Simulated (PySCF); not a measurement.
C2H2F3, SMILES [CH2]C(F)(F)F, multiplicity 2. Atoms are numbered in the order given.

```xyz
7

C      1.4944    -0.0475     0.0000
C      0.0121    -0.0096     0.0000
F     -0.4987    -0.6132     1.0871
F     -0.4987    -0.6132    -1.0871
F     -0.4566     1.2592     0.0000
H      2.0241     0.0237     0.9503
H      2.0241     0.0237    -0.9503
```
Charge 0, spin multiplicity 2.

Coordinates come from a B3LYP-D3(BJ)/def2-SVP optimisation. The isomer is the one that the SMILES or the coordinates give; other isomers of the formula were not compared.

The numbers are results of PySCF 2.14.0 with B3LYP-D3(BJ)/def2-SVP, not measurements.

Harmonic, unscaled wavenumbers; measured fundamentals usually lie a few per cent lower.

| mode | ν (cm⁻¹) | IR (km/mol) | moving atoms (share of kinetic energy) |
|---|---|---|---|
| 1 | 115 | 1.1 | H 98 % |
| 2 | 342 | 8.2 | F 49 %, H 38 %, C 13 % |
| 3 | 374 | 0.2 | F 57 %, H 22 %, C 21 % |
| 4 | 506 | 9.0 | F 56 %, H 30 %, C 14 % |
| 5 | 537 | 1.8 | F 81 %, H 10 %, C 8 % |
| 6 | 607 | 20.7 | F 49 %, C 36 %, H 15 % |
| 7 | 620 | 21.6 | F 49 %, C 39 %, H 11 % |
| 8 | 867 | 10.2 | F 67 %, C 26 % |
| 9 | 930 | 42.1 | H 55 %, C 24 %, F 21 % |
| 10 | 1149 | 318.4 | C 76 %, F 24 % |
| 11 | 1260 | 239.6 | C 76 %, F 14 %, H 10 % |
| 12 | 1304 | 162.4 | C 63 %, H 28 %, F 8 % |
| 13 | 1436 | 90.4 | H 60 %, C 39 % |
| 14 | 3173 | 1.0 | H 96 % |
| 15 | 3307 | 0.6 | H 89 %, C 11 % |
